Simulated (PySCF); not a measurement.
One molecule, one basis, several functionals.

Compound: C2H7O2PSi.
SMILES: `P[SiH]1OCCO1`

PySCF, pcSseg-1 basis, density fitting, gas phase, PBE0-D3(BJ)/def2-SVP geometry. One functional is left out:

```
functional  exact exchange (%)  HOMO energy (eV)  LUMO energy (eV)
     B97-D                   0             -6.30             -0.55
      BLYP                   0             -6.15             -0.51
      BP86                   0             -6.41             -0.75
       LDA                   0             -6.39             -0.87
      OPBE                   0             -6.31             -0.60
       PBE                   0             -6.30             -0.69
     B3LYP                  20             -7.28              0.06
     B97-2                  21             -7.29              0.21
  mPW1PW91                  25             -7.54              0.23
 BHandHLYP                  50             -8.55              1.28
```

Q: Predict the row of PBE0 (25 % exact exchange) by straight lines through the other rows, and check it.

A: 
```json
{"property": "HOMO energy (eV)", "line": "-7.46", "computed": "-7.51", "computed − line": "-0.05", "mPW1PW91 (25 %), for comparison": "-7.54"}
{"property": "LUMO energy (eV)", "line": "0.30", "computed": "0.23", "computed − line": "-0.07", "mPW1PW91 (25 %), for comparison": "0.23"}
```

Q: Which of these properties follows the share of exact exchange most closely, and which least?

A: Most closely the HOMO energy, least the LUMO energy; the correlations over the tabulated rows are HOMO energy -0.995, LUMO energy 0.987. The HOMO energy moves by -0.457 eV for every 10 %. Functionals with the same share still differ in their other parts: at 0 % BLYP and BP86 differ by 0.26 eV in it.
